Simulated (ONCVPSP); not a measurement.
## What one change does to a pseudopotential (calcium, ONCV)

ONCVPSP 4.0.1 input, shortened (lines: element, Z, core and valence counts, functional; n l f; lmax; l rc ep ncon nbas qcut; lloc lpopt rc5 dvloc0; l nproj debl; icmod fcfact rcfact), LDA (Perdew-Wang 92), scalar-relativistic:

```
  Ca 20.00    3    3  -001012      upf
    1    0    2.00
    2    0    2.00
    2    1    6.00
    3    0    2.00
    3    1    6.00
    4    0    2.00
    3
    0    1.65    0.00    5    8    6.70
    1    1.70    0.00    4    7   10.10
    2    1.40    0.20    5    9    8.20
    3    1.80    0.25    4    7    7.00
    4    3    1.10    6.00
    0    2    3.40
    1    2    3.00
    2    1    0.90
    3    2    1.70
    2    0.40    0.65
```

In the d channel the program set the typed energies aside and used 0.050 Ha.

All-electron outer shells of the reference configuration (LDA (PZ), scalar-relativistic, ld1.x):

| shell | level (eV) | outermost node (bohr) | outermost maximum (bohr) |
| --- | --- | --- | --- |
| 3s | -46.82 | 0.45 | 0.99 |
| 3p | -27.98 | 0.42 | 1.04 |
| 4s | -3.87 | 1.43 | 3.33 |

Change: local potential polynomial inside 1.10 bohr (lpopt 3, dvloc0 -2.5 Ha).

Cutoffs: the cutoffs (Ha) at which the residual kinetic energy of the hardest occupied pseudo-wave falls to 1 and 0.1 mHa per electron; they do not see the model core or the augmentation charge, which bear on the density cutoff. Errors are all-electron minus pseudo energies relative to the spin-unpolarised reference configuration.

Predict the effect on cutoff, ghosts and configuration errors.

The potential gets neither clearly harder nor softer (19 Ha and 32 Ha → 19 Ha and 32 Ha); a bound ghost appears in f, which as a rule spoils a file; of the 4 tests that both files solve, the error grows in 1 and shrinks in 0 by more than 15 % and 0.3 meV (median size 0.5 → 0.6 meV). In the separable form a ghost depends on how the local part lies against the semilocal potential of the channel, so the choice of the local part can create or remove one.

```csv
quantity,base,changed
"cutoff, loose",19 Ha,19 Ha
"cutoff, tight",32 Ha,32 Ha
bound ghosts,none,f
GHOST(+) flags under 300 eV,none,none
"error for 3s2 3p6 4s1, meV [ΔE 6.46 eV]",-0.2,-0.2
"error for 3s2 3p6 4s0, meV [ΔE 18.40 eV]",-0.9,-0.9
"error for 3s2 3p6 4s1.5, meV [ΔE 2.56 eV]",-0.1,-0.1
"error for 3s2 3p6 3d1 4s0, meV [ΔE 7.79 eV]",+0.7,+1.9
s: phases at 1.68 bohr within 0.05 rad from the reference energy up to (Ha; the scan ends near 5),to the end of the scan,to the end of the scan
p: phases at 1.73 bohr within 0.05 rad from the reference energy up to (Ha; the scan ends near 5),to the end of the scan,to the end of the scan
d: phases at 1.42 bohr within 0.05 rad from the reference energy up to (Ha; the scan ends near 5),3.0,3.3
f: phases at 1.83 bohr within 0.05 rad from the reference energy up to (Ha; the scan ends near 5),to the end of the scan,to the end of the scan
"rms error of d²Exc/dni dnj with the model core, mHa",0.34,0.34
```

 A true bound ghost makes a file unfit for plane-wave use even where its test errors are small: the radial tests pick states by their node count and pass the ghost by.
